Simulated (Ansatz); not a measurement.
Reaction (substitution at a C–Si bond): `C[SiH](F)B[SiH3]` + `CB(N)O` → `COB(C)N` + `F[SiH2]B[SiH3]`

Gas-phase electronic energies from Ansatz, PBE0-D4/def2-TZVP geometries. CCSD(T)/CBS is the MP2 limit (def2-TZVPP, def2-QZVPP) plus CCSD(T) − MP2 in def2-TZVPP, frozen cores. This one scheme is used for every species. Functionals use def2-TZVPP. B3LYP here is the variant with VWN-RPA as its local correlation; programs differ in this. Each species was taken in one conformer, which may not be the lowest.

`C[SiH](F)B[SiH3]`:

Z-matrix (Å, degrees):
```
C
Si 1 1.866
H 1 1.093 2 110.1
H 1 1.092 2 111.5 3 -120.1
H 1 1.093 2 110.3 3 119.5
F 2 1.612 1 107.9 3 55.4
B 2 2.001 1 111.8 3 178.2
H 2 1.493 1 110.2 3 -60.0
Si 7 2.004 2 124.2 1 -120.2
H 7 1.199 2 116.4 1 63.2
H 9 1.496 7 104.2 2 -81.6
H 9 1.488 7 114.8 2 160.5
H 9 1.488 7 112.9 2 35.1
```

`CB(N)O`:

Z-matrix (Å, degrees):
```
C
B 1 1.579
H 1 1.095 2 110.9
H 1 1.092 2 113.4 3 120.9
H 1 1.095 2 110.9 3 -118.2
N 2 1.404 1 122.1 3 -120.8
O 2 1.379 1 121.6 3 59.2
H 6 1.005 2 122.2 1 180.0
H 6 1.002 2 123.1 1 -0.0
H 7 0.957 2 112.7 1 0.0
```

`COB(C)N`:

Z-matrix (Å, degrees):
```
C
O 1 1.404
H 1 1.095 2 111.9
H 1 1.096 2 111.8 3 121.7
H 1 1.091 2 108.0 3 -119.2
B 2 1.375 1 121.5 3 -60.0
N 6 1.405 2 115.7 1 -179.9
C 6 1.577 2 122.6 1 0.2
H 7 1.005 6 122.2 2 -0.0
H 7 1.002 6 123.1 2 -180.0
H 8 1.092 6 112.8 2 -179.5
H 8 1.095 6 111.2 2 59.6
H 8 1.095 6 111.3 2 -58.5
```

`F[SiH2]B[SiH3]`:

Z-matrix (Å, degrees):
```
Si
B 1 1.996
F 1 1.608 2 113.1
H 1 1.490 2 109.7 3 119.7
H 1 1.489 2 110.6 3 -120.1
Si 2 2.004 1 125.2 3 1.9
H 2 1.199 1 115.5 3 178.3
H 6 1.488 2 114.2 1 -157.3
H 6 1.496 2 103.7 1 85.4
H 6 1.487 2 113.4 1 -31.5
```

(1) Is it downhill or uphill in electronic energy at CCSD(T)/CBS, and by how much? (Estimate.)

(2) What do these levels give: PBE-D4, B3LYP-D4, PBE, CCSD/def2-TZVPP, CCSD(T)/def2-TZVPP, HF/CBS(def2)? (Best estimate.)

Largest T1 diagnostic among the species: 0.013.

## Answers

(1) Ansatz gave: Uphill: ΔE = +104.6 kJ/mol.

(2) Computed: PBE-D4 102.3, B3LYP-D4 97.6, PBE 102.1, CCSD/def2-TZVPP 100.8, CCSD(T)/def2-TZVPP 101.4, HF/CBS(def2) 90.5 kJ/mol.

In def2-TZVPP, CCSD(T) changes the Hartree–Fock value by +10.6 kJ/mol (the triples alone add +0.7 kJ/mol) and MP2 by +17.1 kJ/mol.
